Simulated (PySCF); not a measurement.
C$_{5}$H$_{7}$O$_{2}$, doublet, geometry from GFN2-xTB. Base run: B3LYP/6-31G* run with PySCF.

PySCF was given this input:
```python
from pyscf import gto, scf, dft

mol = gto.Mole()
mol.atom = '''
    C     2.604207   -0.060805    0.219421
    C     1.237371    0.306499    0.338318
    O     0.885863    1.300692    0.990787
    C     0.296236   -0.557881   -0.377210
    C    -1.043173   -0.386951   -0.373483
    C    -1.754079    0.712760    0.329687
    O    -1.874517   -1.226436   -1.021841
    H     3.352421    0.541361    0.703542
    H     2.924672   -0.885447   -0.390659
    H     0.721473   -1.389357   -0.924747
    H    -1.407705    0.781671    1.358852
    H    -2.825475    0.537380    0.290195
    H    -1.515844    1.666477   -0.138083
    H    -1.383688   -1.927867   -1.471065
'''
mol.basis = '6-31g*'
mol.charge = 0
mol.spin = 1
mol.verbose = 4
mol.build()

mf = dft.UKS(mol)
mf.xc = 'b3lyp'
mf.kernel()
```

Variants of this job, named by their change:

```
change                             ΔE vs base (mEh)  fitting functions  dipole (D)
---------------------------------  ----------------  -----------------  ----------
base                                          0.000                  -        3.37
auxbasis = cc-pvtz-ri                        -0.475                777        3.37
auxbasis = autoaux                           -0.501                835        3.37
auxbasis = def2-universal-jkfit              -0.076                655        3.37
auxbasis = even-tempered beta=3.0            -1.567                618        3.37
auxbasis = def2-tzvp-ri                      -0.220                637        3.37
auxbasis = even-tempered beta=1.6            -0.088               1357        3.37
auxbasis = def2-svp-ri                      -16.315                434        3.37
auxbasis = cc-pvdz-jkfit                     -0.047                651        3.37
auxbasis = even-tempered beta=2.0            -0.196                899        3.37
```

A fitting set is made for a task (jfit for Coulomb, jkfit for Coulomb and exchange, ri for correlation) and for a family of orbital bases.

Open shells are given as the SCF converged; they aren't shown to be the lowest states, and a large step between rows can be another state.
